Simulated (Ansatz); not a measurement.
Job for Ansatz (a first-principles code): U-wB97M-V/def2-TZVPP on Cl (SMILES [Cl]).

Ansatz 0.2 input:
```yaml
crystal:
  periodic: [false, false, false]
  atoms:
    - {symbol: Cl, position_ang: [0.00000000, 0.00000000, 0.00000000]}
basis:
  gaussian:
    orbitals: def2-TZVPP
hamiltonian:
  xc: {name: wB97M-V}
magnetization: {spin_polarized: true, initial_magnetization: 1}
```

Task: What total energy does the run end on?

Result: -460.1252 hartree.
